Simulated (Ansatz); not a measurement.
## A family of molecules: the HOMO–LUMO gap

One atom is swapped for its congeners: CBr2ClF (dibromochlorofluoromethane) `FC(Cl)(Br)Br`; CBr2Cl2 `ClC(Cl)(Br)Br`; CBr3Cl `ClC(Br)(Br)Br`. All are singlets with charge 0.

Shapes, held fixed at every level: PBE0-D4/def2-TZVP. Programs: Ansatz 0.2.0. Values in eV.

```
               level  CBr2ClF  CBr3Cl
    SPW92/def2-TZVPP     4.16    3.63
   PBE-D4/def2-TZVPP     4.20    3.66
r2SCAN-D4/def2-TZVPP     4.61    4.02
 B3LYP-D4/def2-TZVPP     5.96    5.39
 BHLYP-D4/def2-TZVPP     8.72    8.09
  PBE0-D4/def2-TZVPP     6.49    5.90
  wB97X-V/def2-TZVPP    11.13   10.52
```

Problem. Estimate the column for CBr2Cl2 from its neighbours.

Solution. The mean of the neighbours at wB97X-V/def2-TZVPP is 10.82 eV, against 10.87 from the run. All rows: SPW92/def2-TZVPP 3.91; PBE-D4/def2-TZVPP 3.93; r2SCAN-D4/def2-TZVPP 4.32; B3LYP-D4/def2-TZVPP 5.71; BHLYP-D4/def2-TZVPP 8.46; PBE0-D4/def2-TZVPP 6.22; wB97X-V/def2-TZVPP 10.87 eV. At wB97X-V/def2-TZVPP the HOMO–LUMO gap falls at every step, from 11.13 to 10.52 eV. Every level shows the same order. Relativity is left out for Br unless named. Orbital gaps aren't excitation energies, and the LUMO depends on the basis.
